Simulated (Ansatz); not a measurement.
Sn₂O₆. Total charge 0; triplet. Geometry B3LYP-D4/def2-SVP, that of the neutral singlet; atoms count from 1.

```xyz
8

Sn   -0.6096   -1.7734    0.0342
Sn   -1.4617    1.2431    0.2208
O     1.8013   -0.0887   -0.2353
O    -0.2072    0.1064   -1.3184
O     1.1448    0.5774   -1.2997
O    -2.2449   -0.6249    0.2749
O     0.1358    0.0397    1.3315
O     1.4415    0.5203    0.9920
```

In the def2 sets Sn takes a core potential; there is no spin–orbit coupling. The structure holds 4 bonds between oxygen atoms, so isomers without such links may lie far lower. At PBE0-D4/def2-TZVP a singlet of charge 0 lies 3.63 eV below the triplet at the same geometry. The structure comes from a short search, and lower isomers may exist.

Estimate the Mulliken populations from the PBE0/def2-TZVP orbitals of Ansatz.


```csv
atom,charge (e),spin (α − β)
Sn1,0.55,1.31
Sn2,0.87,0.10
O3,-0.03,0.01
O4,-0.36,0.11
O5,0.00,0.05
O6,-0.67,0.27
O7,-0.36,0.11
O8,0.00,0.05
```
Mulliken values depend strongly on the basis.

Where does the spin sit?

Summed by element: Sn 1.40, O 0.60, of 2 unpaired in all. Largest on single atoms: Sn1 1.31, O6 0.27, O4 0.11.

And the Mayer bond orders between heavy atoms (over 0.3)?

Sn1–O4 0.34 (2.35 Å); Sn1–O6 0.83 (2.01 Å); Sn1–O7 0.34 (2.35 Å); Sn2–O4 0.45 (2.29 Å); Sn2–O6 0.89 (2.03 Å); Sn2–O7 0.45 (2.29 Å); O3–O5 0.92 (1.42 Å); O3–O8 0.92 (1.42 Å); O4–O5 0.86 (1.43 Å); O7–O8 0.86 (1.43 Å).
